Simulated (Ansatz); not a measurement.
ClFGeH2N (`[NH2][Ge]([F])[Cl]`) radical at its PBE0-D4/def2-TZVP geometry, where that method's forces vanish. Charge 0, multiplicity 2.

```xyz
6

N     0.9010   -0.0020   -0.3675
Ge   -0.8389    0.3326    0.1022
F    -0.7203    0.7332    1.7919
Cl   -1.9211   -1.5305   -0.0642
H     1.5424    0.7455   -0.1307
H     1.0368   -0.2787   -1.3318
```

Task: What forces (eV/Å) does PBE-D4/def2-TZVPP give on these atoms in Ansatz 0.2.0? (Estimate.)

Result: Ansatz gave: 
```
N1   0.270 -0.299  0.143
Ge2 -0.425  0.335 -0.556
F3   0.072  0.172  0.729
Cl4 -0.202 -0.384 -0.041
H5   0.228  0.257  0.062
H6   0.057 -0.081 -0.337
```
